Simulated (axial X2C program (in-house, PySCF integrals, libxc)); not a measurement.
Pr: configurations by level of theory

Computed with an axial X2C code built on PySCF integrals, basis dyall-v3z (cores contracted in-house), spin-free (one-electron X2C) and two-component (2c, atomic mean-field Coulomb and Gaunt terms). Energies in eV from the lowest row of each column (rows without correlated energies are left out; n/a marks j-coupled starts, which PBE0 does not hold); electrons by l are Mulliken totals of the Hartree–Fock solution, and PBE0 can relax to another configuration under the same block occupation. Coupled cluster uses truncated natural virtuals with an MP2 remainder. Frozen shells in the correlated columns: 4 s, 3 p, 2 d.

Spin-free determinants:

```csv
electrons by l,"M_S, M_L",HF,MP2,PBE0
s12 p24 d20 f3,"3/2, 5",0.00,0.00,0.04
s12 p24 d20 f3,"3/2, 6",0.06,0.05,0.27
s12 p24 d20 f3,"3/2, 3",0.39,0.29,0.00
s12 p24 d20 f3,"3/2, 0",0.97,0.71,0.22
s12 p24 d20 f3,"3/2, 1",1.09,0.80,0.30
s12 p24 d20 f3,"3/2, 4",1.14,0.85,0.53
s12 p24 d20 f3,"3/2, 4",1.36,1.01,0.59
s12 p24 d20 f3,"3/2, 2",1.38,1.06,0.67
```

Two-component determinants:

| electrons by l | 2M_J | HF | MP2 | PBE0 |
| --- | --- | --- | --- | --- |
| s12 p24 d20 f3 | 7 | 0.00 | 0.00 | 0.00 |
| s12 p24 d20 f3 | 9 | 0.02 | 0.02 | 0.18 |
| s12 p24 d20 f3 | 3 | 0.47 | 0.36 | 0.04 |
| s12 p24 d20 f3 | 13 | 0.41 | 0.40 | 0.43 |
| s12 p24 d20 f3 | 15 | 0.51 | 0.50 | 0.70 |
| s12 p24 d20 f3 | 9 | 0.71 | 0.60 | 0.30 |
| s12 p24 d20 f3 | 1 | 1.26 | 0.97 | 0.43 |
| s12 p24 d20 f3 | 5 | 1.31 | 1.03 | 0.51 |

Ground level as tabulated from the NIST Atomic Spectra Database (leading term): 2S+1 = 4, L = 6, J = 9/2.

Single determinants need not be terms or J levels, so several rows can belong to one term; PBE0 has no current term and treats spin collinearly, and Hartree–Fock breaks spherical symmetry, which spreads rows that should be degenerate. The search is wide but not exhaustive and can miss a configuration; gaps between s and d configurations can be off by some tenths of an eV with this basis and core.

The run took 3.6 min on 1 thread of Arm Neoverse V1, on a shared host.
